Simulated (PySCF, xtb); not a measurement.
Zn(F)(SH) (FHSZn), SMILES [F][Zn][SH]. The values are those of a single conformer.

Harmonic wavenumbers (cm⁻¹) from GFN2-xTB run with xtb at its own minimum, in rising order: 73, 155, 292, 423, 640, 2485.

### Question
What does TPSSh-D3(BJ)/def2-TZVP run with PySCF 2.14.0 give at its own minimum? (Estimate from the structure and the level; the computed values follow.)

### Answer
127, 134, 387, 664, 679, 2674. Paired by order, the mean absolute difference is 107 cm⁻¹ and the zero-point energies are 5.8 and 6.7 kcal/mol.
